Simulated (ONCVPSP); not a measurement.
What one change does to a pseudopotential (C, ONCV)

- Element: carbon
- Generator: ONCVPSP 4.0.1
- Type: optimised norm-conserving Vanderbilt (ONCV)
- Functional: PBEsol
- Relativity: scalar-relativistic
- Frozen core: none
- Valence charge: 6
- Reference configuration: 1s2 2s2 2p1 (charge +1)
- Partial waves: 1s+2s: rc 0.60 bohr, ncon 3, nbas 7, qcut 21 1/bohr, 2 projectors; 2p: rc 2.55 bohr, ncon 5, nbas 9, qcut 5.2 1/bohr, 3 projectors, debl 1.8 Ha; d scattering state at 0.21 Ha: rc 2.00 bohr, ncon 4, nbas 9, qcut 5.6 1/bohr, 2 projectors, debl 3.6 Ha
- Local potential: polynomial inside 0.45 bohr (lpopt 2, dvloc0 6 Ha)
- Core correction: none

Change: all radii scaled by about 1.14 (s 0.68, p 2.90, d 2.28 bohr); local potential polynomial inside 0.52 bohr (lpopt 2, dvloc0 6 Ha).

Cutoffs: the cutoffs (Ha) at which the residual kinetic energy of the hardest occupied pseudo-wave falls to 1 and 0.1 mHa per electron; they do not see the model core or the augmentation charge, which bear on the density cutoff. Errors are all-electron minus pseudo energies relative to the spin-unpolarised reference configuration.

Task: Predict the effect on cutoff, ghosts and configuration errors.

Result: The potential gets neither clearly harder nor softer (164 Ha and 188 Ha → 152 Ha and 175 Ha); of the 4 tests that both files solve, the error grows in 4 and shrinks in 0 by more than 15 % and 0.3 meV (median size 203.0 → 284.6 meV); neither file shows a bound ghost. More of the atom is replaced by a form fitted at one configuration, so other configurations suffer.

| quantity | base | changed |
| --- | --- | --- |
| cutoff, loose | 164 Ha | 152 Ha |
| cutoff, tight | 188 Ha | 175 Ha |
| loose cutoff by channel | s 164 Ha, p 10 Ha | s 152 Ha, p 9.3 Ha |
| bound ghosts | none | none |
| GHOST(+) flags under 300 eV | none | none |
| error for 1s2 2s2 2p2, meV [ΔE -10.79 eV] | +79 | +116 |
| error for 1s2 2s2 2p0, meV [ΔE 24.02 eV] | +257 | +351 |
| error for 1s2 2s1 2p0, meV [ΔE 71.98 eV] | +631 | +844 |
| error for 1s2 2s1 2p3, meV [ΔE -2.36 eV] | +149 | +218 |
